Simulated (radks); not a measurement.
Trend from Zn to Hg: ionisation energy by Delta-SCF between NIST ground configurations, and size. Calculated with a radial shooting solver on a logarithmic mesh with Libxc functionals: Dirac Kohn-Sham, BLYP, spin-unpolarised, spherical densities, point nucleus.

species,configuration,configuration of the ion,IE (eV),NIST (eV),kind,-e(HOMO) (eV)
Zn,[Ar] 3d10 4s2,[Ar] 3d10 4s1,9.940,9.394,exp.,5.962 (4s1/2)
Cd,[Kr] 4d10 5s2,[Kr] 4d10 5s1,9.320,8.994,exp.,5.650 (5s1/2)
Hg,[Hg],[Xe] 4f14 5d10 6s1,10.708,10.438,exp.,6.801 (6s1/2)

Reference values: NIST Atomic Spectra Database (measured). Spin polarisation and multiplet splitting are left out, so open shells lie too high by an amount that depends on their filling.

Beside tabulated values, note that spin-unpolarised runs miss the spin-polarisation part of the exchange energy of open shells.
